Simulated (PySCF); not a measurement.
# O²⁺ (oxygen, charge +2) across methods

[He] 2s1 2p3, high-spin 5S determinant (an excited configuration). Computed with PySCF 2.14 in ANO-RCC-VTZP (4s3p2d1f, 30 functions), with scalar relativity by spin-free X2C-1e.

```json
{"method": "M06-2X", "E (hartree)": "-73.0182", "mean ε 1s β (eV)": "-576.32", "mean ε 2s α (eV)": "-67.801", "mean ε 2p α (eV)": "-50.982", "Σ⟨r²⟩ (bohr²)": "4.990", "⟨S²⟩": "6.000"}
{"method": "r2SCAN", "E (hartree)": "-73.0636", "mean ε 1s β (eV)": "-558.00", "mean ε 2s α (eV)": "-63.104", "mean ε 2p α (eV)": "-46.838", "Σ⟨r²⟩ (bohr²)": "4.967", "⟨S²⟩": "6.000"}
{"method": "PBE", "E (hartree)": "-72.9755", "mean ε 1s β (eV)": "-552.80", "mean ε 2s α (eV)": "-60.977", "mean ε 2p α (eV)": "-45.794", "Σ⟨r²⟩ (bohr²)": "5.007", "⟨S²⟩": "6.000"}
{"method": "PBEsol", "E (hartree)": "-72.7383", "mean ε 1s β (eV)": "-550.70", "mean ε 2s α (eV)": "-60.724", "mean ε 2p α (eV)": "-45.670", "Σ⟨r²⟩ (bohr²)": "5.015", "⟨S²⟩": "6.000"}
{"method": "UHF", "E (hartree)": "-72.95139", "mean ε 1s β (eV)": "-599.73", "mean ε 2s α (eV)": "-76.986", "mean ε 2p α (eV)": "-56.901", "Σ⟨r²⟩ (bohr²)": "4.963", "⟨S²⟩": "6.000"}
{"method": "LDA", "E (hartree)": "-72.4873", "mean ε 1s β (eV)": "-548.61", "mean ε 2s α (eV)": "-60.479", "mean ε 2p α (eV)": "-45.746", "Σ⟨r²⟩ (bohr²)": "5.028", "⟨S²⟩": "6.000"}
{"method": "LC-wPBE", "E (hartree)": "-73.0082", "mean ε 1s β (eV)": "-558.98", "mean ε 2s α (eV)": "-67.155", "mean ε 2p α (eV)": "-51.381", "Σ⟨r²⟩ (bohr²)": "5.008", "⟨S²⟩": "6.000"}
{"method": "revPBE", "E (hartree)": "-73.0394", "mean ε 1s β (eV)": "-553.25", "mean ε 2s α (eV)": "-61.037", "mean ε 2p α (eV)": "-45.768", "Σ⟨r²⟩ (bohr²)": "5.003", "⟨S²⟩": "6.000"}
{"method": "PBE0", "E (hartree)": "-72.9972", "mean ε 1s β (eV)": "-564.71", "mean ε 2s α (eV)": "-65.100", "mean ε 2p α (eV)": "-48.696", "Σ⟨r²⟩ (bohr²)": "4.988", "⟨S²⟩": "6.000"}
```
